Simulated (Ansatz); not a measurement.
**Match the barriers**

Saddle point of BNH₃Cl₃, singlet (BCl₃ ([Cl][B]([Cl])[Cl]) + NH₃ → BNH₂Cl₂ ([NH2][B]([Cl])[Cl]) + HCl; bonds formed: Cl2–H5; dative contacts that become bonds: B1–N6; bonds broken: B1–Cl2, H5–N6), PBE0-D4/def2-TZVP structure:

```xyz
8
angstrom
B -0.0833 0.2431 -0.7426
Cl 2.0309 0.5631 0.7056
Cl 0.4517 -0.7987 -2.0330
Cl -0.6340 1.8698 -1.0376
H 0.6175 -0.1233 1.0040
N -0.4964 -0.4069 0.5493
H -0.6444 -1.4080 0.5032
H -1.2420 0.0607 1.0510
```

Program: Ansatz 0.2.0. Basis: def2-TZVPP, with def2-QZVPP for the basis limit. Cores are frozen in the correlated methods. Extrapolation: Hartree–Fock as exp(−7.88 √X), correlation as X^−2.97. Four methods, as single points on the PBE0-D4 structures, gave these electronic barriers from the start structure: 108.2, 120.0, 141.8, 155.6 kJ/mol.

The methods were, in alphabetical order, HF, MP2, r2SCAN-D4, SPW92. Which gave which? (Judge from chemistry; the calculation decides.)

Computed: SPW92 108.2; r2SCAN-D4 120.0; MP2 141.8; HF 155.6 kJ/mol. For comparison, CCSD(T) at an estimated basis limit (MP2 extrapolated from triple and quadruple zeta, plus CCSD(T) − MP2 in triple zeta) gives 142.0 kJ/mol.

No T1 diagnostic of these runs exceeds 0.012.

The step is the kind of exchange with an N–H group that builds nitride films in atomic layer and chemical vapour deposition.

Labels in which every atom is bracketed show which atoms are joined, not bond orders.

For scale, one of the runs: CCSD(T)/def2-TZVPP, 230 basis functions, launched by `ansatz run in.yaml --threads 4 --pin off --events-out ev --progress --plain --max-ram 9574MiB`. Hardware: 4 CPU threads of an Arm Neoverse V1, shared host. Wall time 110 s; peak host memory 3.7 GiB.
